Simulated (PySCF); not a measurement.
# Chlorine: a sound run and one with changed settings

Sound run: Cl(2+) [Ne] 3s2 3p3, Cl(3+) [Ne] 3s2 3p2. All numbers are calculated (PySCF 2.14, the non-relativistic Hamiltonian (point nucleus), in def2-TZVP (5s5p2d1f, 37 functions)). In the sound run the correlated levels freeze [Ne]. The sound run starts from symmetry-adapted Hartree-Fock orbitals and uses a fine grid where one is needed.

Changed run: basis STO-3G. This setting is unsound on purpose.

```csv
species,method,sound run (hartree),changed run (hartree),converged
Cl(2+),UHF,-458.21427,-453.24325,yes
Cl(2+),M06-L,-458.79520,-453.71869,yes
Cl(2+),r2SCAN,-458.76346,-453.71459,yes
Cl(2+),MP2,-458.30748,-453.24325,yes
Cl(3+),UHF,-456.78268,-451.71416,yes
Cl(3+),M06-L,-457.33169,-452.15243,yes
Cl(3+),r2SCAN,-457.29996,-452.15518,yes
Cl(3+),MP2,-456.85280,-451.72268,yes
Cl(3+),CCSD(T),-456.87892,-451.72898,yes
```

Ionisation energy of Cl(2+):

| method | sound run (eV) | changed run (eV) |
| --- | --- | --- |
| UHF | 38.956 | 41.609 |
| M06-L | 39.824 | 42.620 |
| r2SCAN | 39.824 | 42.434 |
| MP2 | 39.584 | 41.377 |
| SCS-MP2 | 39.390 | 41.330 |

A minimal basis cannot let orbitals breathe on ionisation and holds almost no correlation.

For comparison, NIST gives 39.8 ± 0.11 eV between the lowest levels.
